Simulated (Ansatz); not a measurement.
A nudged elastic band was laid between two geometries of Cl2H6Si3 + H (12 atoms, charge 0, multiplicity 2).

The calculation used Ansatz 0.2.0, UKS PBE0/6-31G*.

```json
{
  "movable images": "5",
  "climbing image": "yes",
  "spring": "5.0 eV/Å²",
  "optimiser": "quadratic models (default)",
  "start path": "through a guess of the saddle point",
  "force threshold": "0.05 eV/Å",
  "iteration limit": "60",
  "end points": "relaxed"
}
```

Initial state:

```xyz
12
Properties=species:S:1:pos:R:3
Si -0.029 0.014 -0.170
Cl 0.115 -0.114 1.901
Cl 1.896 0.162 -0.947
Si -1.164 1.997 -0.689
H -2.542 1.929 -0.127
H -0.434 3.154 -0.106
H -1.242 2.137 -2.171
Si -0.962 -1.987 -0.953
H -2.338 -2.127 -0.399
H -1.032 -1.942 -2.441
H -0.119 -3.133 -0.518
H 0.115 -0.091 5.453
```

Final state:

```xyz
12
Properties=species:S:1:pos:R:3
Si 0.375 0.031 -0.665
Cl -0.226 -0.106 3.121
Cl 1.668 0.222 -2.300
Si -0.904 1.982 -0.481
H -1.932 1.768 0.577
H -0.032 3.126 -0.094
H -1.589 2.312 -1.764
Si -0.758 -2.009 -0.820
H -1.702 -2.106 0.329
H -1.529 -2.120 -2.093
H 0.220 -3.130 -0.752
H -1.325 0.030 3.774
```

Which bonds break or form, and what moves?

Bonds broken: Si1–Cl2. Bonds formed: Cl2–H12. Cl2H6Si3 + H becomes ClH + ClH6Si3.

Give the energies along the band, and the barrier.

The forces met the threshold. The highest image is number 3 of 0 to 6, 0.62 eV above the first end and 0.66 eV above the last; the last end lies 0.05 eV below the first. A vibrational analysis at the climbing image gives one clearly imaginary mode, 749i cm⁻¹: a first-order saddle point.

```json
{"image": "0", "path coordinate (Å)": "0.00", "energy (eV)": "0.00", "Si1–Cl2 (Å)": "2.08", "Cl2–H12 (Å)": "3.55"}
{"image": "1", "path coordinate (Å)": "1.33", "energy (eV)": "0.01", "Si1–Cl2 (Å)": "2.08", "Cl2–H12 (Å)": "4.27"}
{"image": "2", "path coordinate (Å)": "2.66", "energy (eV)": "0.01", "Si1–Cl2 (Å)": "2.08", "Cl2–H12 (Å)": "3.10"}
{"image": "3", "path coordinate (Å)": "4.00", "energy (eV)": "0.62", "Si1–Cl2 (Å)": "2.33", "Cl2–H12 (Å)": "1.58"}
{"image": "4", "path coordinate (Å)": "5.37", "energy (eV)": "-0.02", "Si1–Cl2 (Å)": "3.58", "Cl2–H12 (Å)": "1.29"}
{"image": "5", "path coordinate (Å)": "6.75", "energy (eV)": "-0.04", "Si1–Cl2 (Å)": "3.83", "Cl2–H12 (Å)": "1.29"}
{"image": "6", "path coordinate (Å)": "8.12", "energy (eV)": "-0.05", "Si1–Cl2 (Å)": "3.84", "Cl2–H12 (Å)": "1.29"}
```

What is the geometry of the highest image?


```xyz
12
Properties=species:S:1:pos:R:3
Si -0.034 0.028 -0.088
Cl 0.033 -0.101 2.236
Cl 1.929 0.159 -0.765
Si -1.152 2.023 -0.589
H -2.531 1.933 -0.033
H -0.425 3.160 0.036
H -1.227 2.225 -2.063
Si -0.963 -1.993 -0.818
H -2.350 -2.085 -0.283
H -1.003 -2.042 -2.306
H -0.144 -3.122 -0.301
H 0.131 -0.186 3.806
```

What are the harmonic wavenumbers there?

749i, 75, 76, 93, 97, 101, 123, 131, 297, 307, 341, 448, 495, 509, 545, 552, 582, 618, 847, 883, 927, 931, 932, 935, 2249, 2253, 2267, 2270, 2279, 2280 cm⁻¹.

Run time: 10 min on 4 threads of Arm Neoverse V1, with other jobs on the host, peak memory 0.43 GiB.
